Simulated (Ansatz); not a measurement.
Be8O8 (started as a model of: (BeO)8 cage of four- and six-membered rings). The state is a triplet with charge 0. Geometry PBE0-D4/def2-SVP, that of the neutral singlet; atoms count from 1.

| atom | x (Å) | y (Å) | z (Å) |
| --- | --- | --- | --- |
| Be1 | -1.160 | 1.807 | -0.476 |
| O2 | -2.284 | 0.720 | -0.453 |
| Be3 | -1.775 | 0.670 | 1.113 |
| O4 | -0.891 | 1.960 | 1.142 |
| Be5 | 0.545 | 1.466 | 0.714 |
| O6 | 0.323 | 1.579 | -0.930 |
| Be7 | 0.696 | 0.221 | -1.556 |
| O8 | -0.391 | -1.036 | -1.496 |
| Be9 | -1.508 | -0.653 | -0.505 |
| O10 | -1.241 | -0.804 | 1.130 |
| Be11 | 0.267 | -1.033 | 1.347 |
| O12 | 1.310 | 0.261 | 1.296 |
| O13 | 1.994 | -0.624 | -1.255 |
| Be14 | 0.868 | -1.787 | -0.943 |
| O15 | 1.181 | -2.055 | 0.566 |
| Be16 | 2.066 | -0.689 | 0.306 |

At PBE0-D4/def2-TZVP a singlet of charge 0 lies 6.10 eV below the triplet at the same geometry.

**Question.** Estimate the Mulliken populations from the PBE0/def2-TZVP orbitals of Ansatz.

**Answer.** 
```json
{"atom": "Be1", "charge (e)": "0.14", "spin (α − β)": "0.15"}
{"atom": "O2", "charge (e)": "-0.24", "spin (α − β)": "0.07"}
{"atom": "Be3", "charge (e)": "0.14", "spin (α − β)": "0.15"}
{"atom": "O4", "charge (e)": "-0.24", "spin (α − β)": "0.07"}
{"atom": "Be5", "charge (e)": "0.23", "spin (α − β)": "0.07"}
{"atom": "O6", "charge (e)": "-0.14", "spin (α − β)": "0.21"}
{"atom": "Be7", "charge (e)": "0.23", "spin (α − β)": "0.07"}
{"atom": "O8", "charge (e)": "-0.14", "spin (α − β)": "0.21"}
{"atom": "Be9", "charge (e)": "0.23", "spin (α − β)": "0.07"}
{"atom": "O10", "charge (e)": "-0.14", "spin (α − β)": "0.21"}
{"atom": "Be11", "charge (e)": "0.23", "spin (α − β)": "0.07"}
{"atom": "O12", "charge (e)": "-0.14", "spin (α − β)": "0.21"}
{"atom": "O13", "charge (e)": "-0.24", "spin (α − β)": "0.07"}
{"atom": "Be14", "charge (e)": "0.14", "spin (α − β)": "0.15"}
{"atom": "O15", "charge (e)": "-0.24", "spin (α − β)": "0.07"}
{"atom": "Be16", "charge (e)": "0.14", "spin (α − β)": "0.15"}
```
Mulliken values depend strongly on the basis.

**Question.** Where does the spin sit?

**Answer.** Summed by element: Be 0.88, O 1.12, of 2 unpaired in all. Largest on single atoms: O6 0.21, O8 0.21, O12 0.21.

**Question.** And the Mayer bond orders between heavy atoms (over 0.3)?

**Answer.** Be1–O2 0.86 (1.56 Å); Be1–O4 0.65 (1.65 Å); Be1–O6 0.83 (1.57 Å); O2–Be3 0.65 (1.65 Å); O2–Be9 0.81 (1.58 Å); Be3–O4 0.86 (1.56 Å); Be3–O10 0.83 (1.57 Å); O4–Be5 0.81 (1.58 Å); Be5–O6 0.57 (1.66 Å); Be5–O12 0.92 (1.54 Å); O6–Be7 0.92 (1.54 Å); Be7–O8 0.57 (1.66 Å); Be7–O13 0.81 (1.58 Å); O8–Be9 0.92 (1.54 Å); O8–Be14 0.83 (1.57 Å); Be9–O10 0.57 (1.66 Å); O10–Be11 0.92 (1.54 Å); Be11–O12 0.57 (1.66 Å); Be11–O15 0.81 (1.58 Å); O12–Be16 0.83 (1.57 Å); O13–Be14 0.65 (1.65 Å); O13–Be16 0.86 (1.56 Å); Be14–O15 0.86 (1.56 Å); O15–Be16 0.65 (1.65 Å).
